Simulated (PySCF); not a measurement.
# Reading the logs of faulty runs: AlB2H3N

These are calculations, not measurements. The program is PySCF 2.14.0, an open-source quantum chemistry code, run on an isolated molecule that a program drew, which may never have been made. The molecule is AlB2H3N (charge 0, doublet), drawn as the SMILES string `BB=[N][AlH]`.

Each row is a Hartree-Fock (HF) and frozen-core CCSD(T) single point in the cc-pV(D+d)Z basis, meant for a local HF minimum. Run 1 is clean. Each other run has one planted mistake out of seven kinds, and not every kind appears here: one electron removed, one electron added, multiplicity raised by two, geometry at a saddle point, minimal basis STO-3G, one bond length entered in bohr, all coordinates scaled. The reference is restricted for singlets and unrestricted otherwise, and also for a bond in bohr. Adding or removing an electron swaps singlet and doublet. Electrons count all cores. HOMO and LUMO are orbital energies over both spins, the gradient is its largest component, and the lowest frequency (negative if imaginary) is given only where the gradient is small. Bond lengths are over the 6 bonds as drawn. T1 is the CCSD diagnostic: over 0.02 (restricted) or 0.045 (unrestricted) a single reference is doubtful.

Geometry of the clean run:
```xyz
7
AlB2H3N, angstrom
B     0.3264    0.8572   -0.5420
B    -0.5618   -0.5439   -0.2063
N    -1.2170   -1.5800    0.0530
Al   -2.1689   -3.0612    0.2852
H    -0.2126    1.9244   -0.5881
H     1.5055    0.7990   -0.7371
H    -2.3512   -3.6148    1.7680
```

```
run,electrons,basis functions,<S^2>,HOMO (eV),LUMO (eV),gradient (hartree/bohr),lowest frequency (cm^-1),mean bond (Å),longest bond (Å),T1,HF (hartree),CCSD(T) (hartree),mistake
1,33,80,0.756,-7.85,0.72,2.9e-05,92,1.4513,1.776,0.0199,-347.48451,-347.89192,no fault
2,33,80,0.755,-7.83,0.52,4.8e-05,-129,1.4524,1.778,0.0186,-347.48341,-347.89003,geometry at a saddle point
3,33,27,0.786,-4.72,6.07,5.7e-02,-,1.4513,1.776,0.0252,-343.20957,-343.42188,minimal basis STO-3G
4,32,80,0.000,-16.44,-6.46,6.9e-02,-,1.4513,1.776,0.0179,-347.22070,-347.62009,?
```

**Which mistake was planted in run 4, and what did it cost?**

It counts 32 electrons, one fewer than the clean run, at the same geometry and basis. So the mistake is: one electron removed. Subtracting run 1 and multiplying by 627.51 kcal/mol a hartree, the energy moved by 165.5 kcal/mol in HF and 170.6 kcal/mol in CCSD(T).

